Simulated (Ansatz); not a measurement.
```xyz
11

C     0.7919    0.9295    1.2080
Si   -0.1867    0.5008   -0.2949
C     0.1925   -1.2512   -0.8082
O    -1.8019    0.7449   -0.0342
H     1.6315    0.3373    1.5612
H     0.5996    1.8250    1.7929
H     0.1311    1.4354   -1.4077
H     1.2548   -1.3587   -1.0460
H    -0.0459   -1.9631   -0.0134
H    -0.3819   -1.5266   -1.6955
H    -2.1850    0.3267    0.7379
```

Charge 0, multiplicity 2.

List the B3LYP/def2-TZVPP orbital energies in eV (Ansatz 0.2.0). (An estimate is asked.)

The calculation gave: α occupied: -1799.02, -520.34, -277.06, -276.26, -143.46, -98.81, -98.77, -98.75, -27.23, -19.28, -18.50, -14.90, -12.26, -11.69, -11.33, -11.09, -10.10, -9.75, -8.86, -8.25, -6.66. α empty: 0.61, 1.16, 1.54, 2.21, 2.43, 2.69, 3.13, 3.31. β occupied: -1799.02, -520.32, -276.71, -276.26, -143.46, -98.81, -98.77, -98.76, -27.20, -19.14, -17.65, -14.85, -12.14, -11.48, -11.29, -11.07, -9.99, -9.68, -8.65, -8.14. β empty: -2.80, 0.72, 1.17, 1.71, 2.24, 2.47, 2.74, 3.17. ⟨S²⟩ = 0.753.

B3LYP here is the variant with VWN-RPA as its local correlation; programs differ in this.
